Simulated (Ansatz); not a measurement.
C3H5BO (`BC1=CCO1`), relaxed with RKS PBE-D4/def2-SVP in Ansatz from a rough embedded geometry. The force threshold is 0.03 eV/Å; the program also tests the step.

Charge 0, multiplicity 1.

Start:

```xyz
10

B    -1.337   -1.008    0.976
C    -0.375   -0.091    0.254
C     0.742   -0.357   -0.444
C     0.895    1.100   -0.731
O    -0.290    1.320    0.015
H    -2.325   -0.491    1.562
H    -1.215   -2.147    1.030
H     1.354   -1.188   -0.758
H     0.776    1.350   -1.724
H     1.776    1.512   -0.180
```

(1) By how much does the energy fall, and how many steps does the optimiser take? (An estimate is asked.)

(2) Which bonds change most? (Estimate.)

(3) Give the relaxed structure. (Best estimate.)

Answers

(1) Computed: 44.12 kJ/mol, in 6 steps.

(2) Ansatz gave: C4–H9 from 1.030 to 1.112 Å; B1–H7 from 1.146 to 1.215 Å; B1–H6 from 1.260 to 1.214 Å; C4–O5 from 1.418 to 1.459 Å.

(3) Ansatz gave: 
```xyz
10

B    -1.387   -0.967    1.002
C    -0.342   -0.149    0.237
C     0.808   -0.396   -0.480
C     0.900    1.084   -0.699
O    -0.325    1.251    0.075
H    -2.327   -0.431    1.553
H    -1.246   -2.174    1.040
H     1.391   -1.280   -0.761
H     0.773    1.449   -1.742
H     1.755    1.613   -0.224
```
